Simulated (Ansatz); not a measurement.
Consider the formal hydrolysis of a Ge–C bond: `[CH3][GeH]([F])[CH]=O` + H₂O → `[CH3][GeH]([OH])[F]` + `C=O`.

Calculated with Ansatz (gas phase, PBE0-D4/def2-TZVP geometries, no zero-point term in ΔE). CBS: MP2 limit from def2 TZ/QZ plus the TZ coupled-cluster correction, frozen cores. This one scheme is used for every species. Functionals use def2-TZVPP. For Ge outer-core shells are correlated without core-valence functions, which leaves a few kJ/mol of doubt a bond. Scalar relativity is left out up to krypton. One conformer a species, not always the lowest.

| level | ΔE (kJ/mol) |
| --- | --- |
| PBE0-D4 | -62.2 |
| ωB97X-V | -70.8 |
| PBE | -59.0 |
| PBE0 | -64.0 |
| MP2/def2-TZVPP | -73.0 |
| CCSD(T)/def2-TZVPP | -70.5 |
| HF/def2-QZVPP | -87.8 |
| MP2/CBS(def2) | -69.7 |

**Question.** What does CCSD(T)/CBS give? (Best estimate.)

**Answer.** Ansatz gave: -67.2 kJ/mol. The listed levels differ from it by 5.0, -3.6, 8.2, 3.2, -5.8, -3.3, -20.6, -2.5 kJ/mol.

Largest T1 diagnostic among the species: 0.015.

The D4 term adds +3.1 kJ/mol with B3LYP and +1.8 kJ/mol with PBE0; it sums over pairs of atoms, weighted by their polarisabilities, and B3LYP, whose exchange is more repulsive, gets the larger term. In def2-TZVPP, CCSD(T) changes the Hartree–Fock value by +16.8 kJ/mol (the triples alone add +2.0 kJ/mol) and MP2 by +14.3 kJ/mol.

B3LYP here is the variant with VWN-RPA as its local correlation; programs differ in this.
